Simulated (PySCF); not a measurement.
**Ionising CBr**

PBE0; C cc-pVTZ, Br cc-pVTZ-PP with ECP10; scalar-relativistic core potentials (PySCF 2.14). Neutral (UKS): doublet (π ↑), Re = 1.818 Å, ωe = 742 cm⁻¹, De = 3.70 eV, HOMO -6.43 eV, LUMO -3.44 eV.

CBr⁺ (UKS): singlet (closed shell), Re = 1.694 Å, ωe = 992 cm⁻¹, De = 6.31 eV to C⁺ + Br. The energies at the minima are -454.72079 hartree for CBr and -454.39405 for CBr⁺.

Task: Work out the adiabatic ionisation energy, without and with harmonic zero-point energies (1 hartree = 27.2114 eV, 1 eV = 8065.5 cm⁻¹), and the change of the bond length.

Result: At PBE0: 0.32674 hartree = 8.891 eV between the minima; the zero-point term (992.0 − 742.0)/2 cm⁻¹ = +0.015 eV makes it 8.907 eV. Re changes by -12.4 pm against the neutral. The electron leaves a π orbital, and the shorter bond of the ion fits an antibonding orbital, or a change in how ionic the bond is.

For an ion De counts to the pair picked by the measured ionisation energies or electron affinities, which need not be the lowest pair at this level. States were picked by a PBE0 search and need not be the measured ground states.
